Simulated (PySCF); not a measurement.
## Computed beside measured shifts: SiCl2(SeBu)2 (C8H18Cl2Se2Si)

System: SiCl2(SeBu)2 (C8H18Cl2Se2Si), SMILES CCCC[Se][Si](Cl)(Cl)[Se]CCCC.

Atom-mapped SMILES (hydrogens are numbered by the atom that bears them): [CH3:1][CH2:2][CH2:3][CH2:4][Se:5][Si:6]([Cl:7])([Cl:8])[Se:9][CH2:10][CH2:11][CH2:12][CH3:13]

Computed with GIAO PBE0/pcSseg-1, IEF-PCM chloroform, PySCF SCF with an in-house response code, fitting set def2-universal-JFIT up to Ne and JKFIT beyond, grid level 2, non-relativistic, on the PBE0-D3(BJ)/def2-SVP geometry.

One optimised conformer. Values are averaged over the atoms that symmetry or fast rotation interchanges, on this one geometry and without vibrational averaging. Shifts are the reference shielding less the shielding here, at the same level (13C, 1H, 29Si against isolated TMS; 77Se against isolated Me2Se); nuclei without a reference have shieldings only.

Spin-orbit coupling is left out, which matters for the heavier atoms here.

Task: What shifts does this level give for Si6, Se5/9, and how do they compare with measurement?

Result: 
| atom | nucleus | computed / ppm | measured / ppm | computed less measured | measured against | medium of the measurement |
| --- | --- | --- | --- | --- | --- | --- |
| Si6 | 29Si | 70.8 | -3.1 | 73.9 | TMS | solution |
| Se5/9 | 77Se | 34.9 | 44 | -9.1 | Me2Se | solution |

Measured values: U. Herzog, Habilitationsschrift, TU Bergakademie Freiberg, 2002/2003.
